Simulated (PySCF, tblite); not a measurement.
Isomers of C7H13O2P, one GFN2-xTB conformer each. Single-point energies are computed at PBE0/pcSseg-1 (PySCF, gas phase, no added dispersion term), electronic only.

Question: Rank them by PBE0/pcSseg-1 energy, lowest first (kJ/mol).
A. `[CH2:1]=[CH:2][P:3]([CH2:4][CH2:5][CH3:6])[C:7](=[O:8])[O:9][CH3:10]` with C1–C2–P3–C4 29°, C2–P3–C4–C5 -98°, P3–C4–C5–C6 -65°, C2–P3–C7–O8 -129°, P3–C7–O9–C10 176°
B. `[CH3:1][CH2:2][P@@:3]1(=[O:4])[CH2:5][CH2:6][CH:7]=[C:8]1[O:9][CH3:10]` with C1–C2–P3–O4 -50°, C7–C8–O9–C10 -171°, C2–P3–C5–C6 84°, P3–C5–C6–C7 26°, C5–C6–C7–C8 -17°, C2–P3–C8–C7 -94°

Answer: B (0.0), A (43.3).

As drawn, the lower has a P=O bond, which the higher lacks; the higher has a C=O bond and a C(=O)–O unit, which the lower lacks. GFN2-xTB itself gives, in the same order: 0.0, 182.6. Both levels put the same isomer lowest.

Question: Which frontier levels, dipoles and rotational constants go with these structures?

Answer: 
| SMILES | HOMO (eV, PBE0/pcSseg-1) | LUMO (eV) | dipole (D) | A, B, C (MHz) |
| --- | --- | --- | --- | --- |
| CC[P@@]1(=O)CCC=C1OC | -6.62 | 0.00 | 2.91 | 1408, 1104, 796.1 |
| C=CP(CCC)C(=O)OC | -6.64 | -0.28 | 1.51 | 1727, 706.9, 566.4 |

Question: What happens when harmonic zero-point energies from GFN2-xTB frequencies are added?

Answer: 
```json
{"SMILES": "CC[P@@]1(=O)CCC=C1OC", "ZPE (kJ/mol)": "493.7", "electronic (kJ/mol)": "0.0", "with ZPE (kJ/mol)": "0.0"}
{"SMILES": "C=CP(CCC)C(=O)OC", "ZPE (kJ/mol)": "487.5", "electronic (kJ/mol)": "43.3", "with ZPE (kJ/mol)": "37.1"}
```

The zero-point energies span 6.2 kJ/mol. The order is unchanged.
